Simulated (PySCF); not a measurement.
Match the calculated data to a structure.

All candidates are C3H13FSi3.

- 13C NMR: chemical shifts (computed TMS as zero) by class: 82.5 (1 C), 12.0 (1 C), 8.2 (1 C) ppm [GIAO PBE0/pcSseg-1]
- Dipole: 2.31 D [PBE0/pcSseg-1]
- Rotational structure: rotational constants A, B, C: 1.211, 1.049, 0.836 GHz [GFN2-xTB]
- 1H NMR: chemical shifts (computed TMS as zero) by class: 5.03 (2 H), 3.58 (6 H), 1.11 (3 H), 0.73 (2 H) ppm [GIAO PBE0/pcSseg-1]
- NMR, other nuclei: isotropic shieldings of nuclei other than C and H, by class: 462 (1 F), 392 (1 Si), 464 (2 Si) ppm [GIAO PBE0/pcSseg-1]

The electronic properties come from PySCF, for the isolated species, density fitting. Levels stand in brackets. One conformer (not necessarily the lowest) at the GFN2-xTB geometry, without solvent, vibrations or thermal averaging. GFN2-xTB frequencies show an imaginary mode (44i cm⁻¹), so this geometry is no minimum at that level. Each NMR value is the plain mean over a class of atoms that symmetry, rotation or inversion makes alike.

Task: Which candidate is it?
A. `CC[Si]([SiH3])([SiH3])CF`
B. `CC[Si@H](C[SiH3])[SiH2]F`
C. `CCC[SiH2][SiH2][SiH2]F`

Result: A. It is `CC[Si]([SiH3])([SiH3])CF`. Numbering: `[CH3:1][CH2:2][Si:3]([SiH3:4])([SiH3:5])[CH2:6][F:7]`. Its formula, C3H13FSi3, gives 0 degrees of unsaturation, so no ring and no π bond. 3 carbons fall into 3 classes; from least to most shielded: sp3 C–F carbon [C6] (82.5 ppm), methyl carbon [C1] (12.0 ppm), sp3 carbon bound to silicon [C2] (8.2 ppm). Hydrogen classes from least to most shielded: 2 H on an sp3 C–F carbon, C6 (5.03 ppm), 6 H on 2 SiH3 silicons, Si4/Si5 (3.58 ppm), 3 H on a methyl carbon, C1 (1.11 ppm, a mean of values up to 0.7 ppm apart in this geometry), 2 H on an sp3 carbon bound to silicon, C2 (0.73 ppm). The other shieldings belong to: 462 ppm, alkyl fluorine [F7]; 392 ppm, four-coordinate silicon [Si3]; 464 ppm, SiH3 silicon [Si4/Si5]. The optimised geometry has point group C1 and is an asymmetric top.

The others, at the same levels:
- `CCC[SiH2][SiH2][SiH2]F` fails: its computed 13C shifts are 23.6 (1 C), 17.8 (1 C), 14.3 (1 C) ppm, 1H shifts are 5.81 (2 H), 4.20 (2 H), 3.29 (2 H), 1.69 (2 H), 1.09 (2 H), 0.99 (3 H) ppm and rotational constant A is 1.679 GHz (against 1.211 GHz).
- `CC[Si@H](C[SiH3])[SiH2]F` fails: its computed 13C shifts are 11.4 (1 C), 10.1 (1 C), -13.6 (1 C) ppm, 1H shifts are 5.77 (1 H), 5.72 (1 H), 4.48 (1 H), 3.88 (3 H), 1.25 (3 H), 1.18 (1 H), 0.92 (1 H), -0.18 (1 H), -0.28 (1 H) ppm and rotational constant A is 1.521 GHz (against 1.211 GHz).

Each candidate is one conformer, not necessarily the lowest. Dipoles, sizes and rotational constants follow the conformer. The torsions of the flexible species, by atom-mapped SMILES:
- `[CH3:1][CH2:2][Si:3]([SiH3:4])([SiH3:5])[CH2:6][F:7]`: C1–C2–Si3–Si4 72°, C2–Si3–C6–F7 -177°
- `[CH3:1][CH2:2][CH2:3][SiH2:4][SiH2:5][SiH2:6][F:7]`: C1–C2–C3–Si4 -60°, C2–C3–Si4–Si5 -47°, C3–Si4–Si5–Si6 -38°, Si4–Si5–Si6–F7 65°
- `[CH3:1][CH2:2][Si@H:3]([CH2:4][SiH3:5])[SiH2:6][F:7]`: C1–C2–Si3–C4 63°, C2–Si3–C4–Si5 170°, C2–Si3–Si6–F7 -53°
